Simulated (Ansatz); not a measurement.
Reaction (redistribution): `C[SiH]([SiH3])[SeH]` + `O[SiH2]F` → `[SiH3][SiH2][SeH]` + `C[SiH](O)F`

Isolated molecules relaxed with PBE0-D4/def2-TZVP in Ansatz; ΔE leaves out vibrations. CCSD(T)/CBS is the MP2 limit (def2-TZVPP, def2-QZVPP) plus CCSD(T) − MP2 in def2-TZVPP, frozen cores. DFT in def2-TZVPP. For Se outer-core shells are correlated without core-valence functions, which leaves a few kJ/mol of doubt a bond. Scalar relativity is left out up to krypton. Each species was taken in one conformer, which may not be the lowest.

```csv
species,ωB97M-V energy (Eh)
`C[SiH]([SiH3])[SeH]`,-3023.30342
`O[SiH2]F`,-466.49482
`[SiH3][SiH2][SeH]`,-2983.98106
`C[SiH](O)F`,-505.82114
```

Q: Work out ΔE.

A: ΔE = (-2983.98106) + (-505.82114) − (-3023.30342) − (-466.49482) = -0.00396 Eh = -10.4 kJ/mol. CCSD(T)/CBS gives -8.1 kJ/mol.

Largest T1 diagnostic among the species: 0.011.

In def2-TZVPP, CCSD(T) changes the Hartree–Fock value by +3.4 kJ/mol (the triples alone add +0.9 kJ/mol) and MP2 by +6.6 kJ/mol. The D4 term adds +3.3 kJ/mol with B3LYP and +2.0 kJ/mol with PBE0; it sums over pairs of atoms, weighted by their polarisabilities, and B3LYP, whose exchange is more repulsive, gets the larger term.

B3LYP here is the variant with VWN-RPA as its local correlation; programs differ in this.
